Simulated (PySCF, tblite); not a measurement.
C6H2NPS.
Atom-mapped SMILES: `[CH:1]#[C:2][c:3]1[p:4][c:5]([C:6]#[N:7])[cH:8][s:9]1` (hydrogens: H10 on C1; H11 on C8)

Geometry (GFN2-xTB, Å), atoms numbered from 1 in this order:
```
atom  x, y, z in Å
C1     3.5682   -0.1478   -0.1148
C2     2.3653   -0.1157   -0.0958
C3     0.9696   -0.0859   -0.0694
P4     0.0262    1.1753   -0.7755
C5    -1.5020    0.3999   -0.2757
C6    -2.7433    0.9862   -0.5792
N7    -3.7493    1.4750   -0.8332
C8    -1.4194   -0.7797    0.4095
S9     0.1373   -1.3965    0.7213
H10    4.6164   -0.1636   -0.1381
H11   -2.2637   -1.3445    0.7647
```

Method used: CAM-B3LYP/def2-SVPD in PySCF (dipole) on a GFN2-xTB geometry, gas phase.

Take the most abundant isotopes and a rigid rotor. 

Q: Give the principal moments of inertia and the rotational constants in cm⁻¹.

A: Ia = 170.96, Ib = 627.50, Ic = 798.46 u·Å²; 505379 MHz·u·Å²/I gives 2956, 805.4 and 632.9 MHz, that is A = 0.09861, B = 0.02686, C = 0.02111 cm⁻¹.

Q: What kind of rotor is it?

A: An asymmetric top; Ray's κ = -0.852.

Q: What does the inertial defect say?

A: Planar: Δ = Ic − Ia − Ib = 0.00 u·Å². For a rigid frame Δ = −2 Σ m c², so it vanishes when all atoms lie in the ab plane; here none is more than 0.01 Å from it.

Q: Which types of transition are allowed, and where do some lines up to J = 5 fall?

A: The dipole components are |μa| = 4.15 D, |μb| = 1.98 D, |μc| = 0.00 D; the mirror of this Cs structure is the ab plane, so μc vanishes by symmetry and there are no c-type lines. Intensities carry the squares of the components, which stand as 1.00 : 0.23 (a : b). Some lines, for components of 0.1 D or more:

```csv
type,branch,"J(Ka,Kc)",MHz,lower level (cm⁻¹)
b,Q,"1(1,0) ← 1(0,1)",2323,0.048
b,R,"1(1,1) ← 0(0,0)",3589,0.000
a,R,"3(1,3) ← 2(1,2)",4050,0.210
a,R,"4(2,3) ← 3(2,2)",5746,0.586
b,R,"3(1,3) ← 2(0,2)",6039,0.144
b,Q,"2(2,1) ← 2(1,2)",6970,0.210
b,Q,"5(2,4) ← 5(1,5)",8039,0.749
b,R,"2(2,0) ← 1(1,1)",9684,0.120
b,R,"4(2,3) ← 3(1,2)",11946,0.380
b,R,"4(2,2) ← 3(1,3)",13127,0.345
b,Q,"4(4,0) ← 4(3,1)",15639,1.152
b,Q,"5(5,1) ← 5(4,2)",20113,1.915
b,R,"5(5,1) ← 4(4,0)",27326,1.674
```

Its GFN2-xTB frequencies are all real (lowest 75 cm⁻¹). Zero-point vibration and centrifugal distortion are left out. Quadrupole hyperfine structure (14N) is left out.
